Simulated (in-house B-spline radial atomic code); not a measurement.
What moves the levels of Ar7+ ([Ne] 3s1)? Method: Dirac-Hartree-Fock, average of configuration, Fermi nucleus of rms radius 3.3468 fm. Calculated with a B-spline radial code for spherical atoms.

Baseline run (computed): total energy -513.0523 hartree, 1s1/2 at -124.4851 hartree, 3s1/2 at -143 eV with <r> = 1.161 bohr.

Changing the nucleus:

```json
{"nucleus": "Fermi nucleus of rms radius 3.3654 fm, A = 34", "ΔE (eV)": "0.000197"}
{"nucleus": "Fermi nucleus of rms radius 3.3636 fm, A = 35", "ΔE (eV)": "0.000178"}
{"nucleus": "Fermi nucleus of rms radius 3.3905 fm, A = 36", "ΔE (eV)": "0.000465"}
{"nucleus": "Fermi nucleus of rms radius 3.3908 fm, A = 37", "ΔE (eV)": "0.000468"}
{"nucleus": "Fermi nucleus of rms radius 3.4028 fm, A = 38", "ΔE (eV)": "0.000597"}
{"nucleus": "Fermi nucleus of rms radius 3.4093 fm, A = 39", "ΔE (eV)": "0.000667"}
{"nucleus": "Fermi nucleus of rms radius 3.4274 fm, A = 40", "ΔE (eV)": "0.000862"}
{"nucleus": "Fermi nucleus of rms radius 3.4251 fm, A = 41", "ΔE (eV)": "0.000837"}
{"nucleus": "Fermi nucleus of rms radius 3.4414 fm, A = 42", "ΔE (eV)": "0.00101"}
{"nucleus": "Fermi nucleus of rms radius 3.4354 fm, A = 43", "ΔE (eV)": "0.000948"}
{"nucleus": "Fermi nucleus of rms radius 3.4454 fm, A = 44", "ΔE (eV)": "0.00106"}
{"nucleus": "Fermi nucleus of rms radius 3.4377 fm, A = 46", "ΔE (eV)": "0.000973"}
```

A larger nucleus binds the electrons less, roughly as the density at the nucleus times the change of the nuclear <r²>. The reference is A = 32.
